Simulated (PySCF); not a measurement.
Electronic absorption of AlCl2(CF3)

Compound: AlCl2(CF3), CAlCl₂F₃.
Structure used (PBE0-D3(BJ)/def2-SVP), in Å, numbered top down from 1:
```xyz
7
CAlCl2F3 angstrom
Al     0.6111    0.8740   -0.0547
Cl     2.6810    0.8234    0.1390
Cl    -0.4047    2.6535   -0.4030
C     -0.4850   -0.8052    0.0542
F      0.1536   -1.8334    0.6279
F     -0.8466   -1.2058   -1.1803
F     -1.6176   -0.6084    0.7484
```

Level of theory: TDDFT wB97X-D/def2-SVPD, vertical, gas phase, core orbitals frozen in the response in PySCF 2.14.0, density-fitted response routines.

| state | E (eV) | ν̃ (cm⁻¹) | f | main configurations (H = HOMO, L = LUMO) |
| --- | --- | --- | --- | --- |
| S1 | 6.54 | 52710 | 0.0078 | H→L (97%) |
| S2 | 6.90 | 55630 | 0.0001 | H-1→L (98%) |
| S3 | 7.33 | 59100 | 0.0003 | H-1→L+1 (57%), H-2→L (37%) |
| S4 | 7.43 | 59920 | 0.142 | H→L+1 (83%) |
| S5 | 7.50 | 60470 | 0.054 | H-2→L (38%), H-2→L+1 (28%), H-1→L+1 (25%) |
| S6 | 7.57 | 61030 | 0.037 | H-2→L+1 (64%), H-2→L (18%), H-1→L+1 (8%) |
| S7 | 7.66 | 61800 | 0.0017 | H-4→L (95%) |
| S8 | 7.90 | 63700 | 0.081 | H-3→L (84%) |
| S9 | 8.08 | 65160 | 0.121 | H-3→L+1 (87%) |
| S10 | 8.20 | 66130 | 0.014 | H-4→L+1 (79%) |
| S11 | 8.54 | 68890 | 0.0007 | H-5→L (97%) |
| S12 | 9.09 | 73340 | 0.057 | H→L+3 (73%), H-5→L+1 (9%) |
| S13 | 9.28 | 74870 | 0.376 | H-5→L+1 (76%) |
| S14 | 9.63 | 77650 | 0.013 | H-6→L (89%) |
| S15 | 9.64 | 77790 | 0.011 | H→L+2 (45%), H-1→L+3 (34%) |

Triplets, Tamm–Dancoff:

```tsv
state	E (eV)	λ (nm)	main configurations (H = HOMO, L = LUMO)
T1	6.07	204.4	H→L (94%)
T2	6.62	187.2	H→L+1 (86%), H→L+2 (8%)
T3	6.80	182.4	H-1→L (97%)
T4	6.89	180.0	H-2→L (95%)
```

The lowest singlet comes at 190 nm (631 kJ/mol) in the vacuum ultraviolet; it is weak; its leading configuration is HOMO→LUMO (97%). The strongest level in the table is S13 at 9.28 eV (134 nm, f = 0.376). Löwdin shares by element: HOMO chlorine 29%, carbon 22%, aluminium 15% (atoms not listed hold the other 34%); LUMO aluminium 49%, chlorine 31%, carbon 10%. Orbital energies (eV): HOMO-3 -12.46, HOMO-2 -12.01, HOMO-1 -11.77, HOMO -11.42, LUMO -0.12, LUMO+1 0.21, LUMO+2 2.06. The oscillator strengths of these states sum to 0.915; summed over the whole spectrum of an exact calculation they would give the number of electrons, 80 (Thomas–Reiche–Kuhn). Weighted by f, the mean energy of these states is 8.49 eV. The window holds the lowest 15 singlets.

Hardware: an Intel Xeon at 2.50 GHz with one thread, shared host with 64 logical CPUs at a one-minute load of 57. Cost: 63 s (grids of density and orbitals included), 0.73 GiB resident at most.
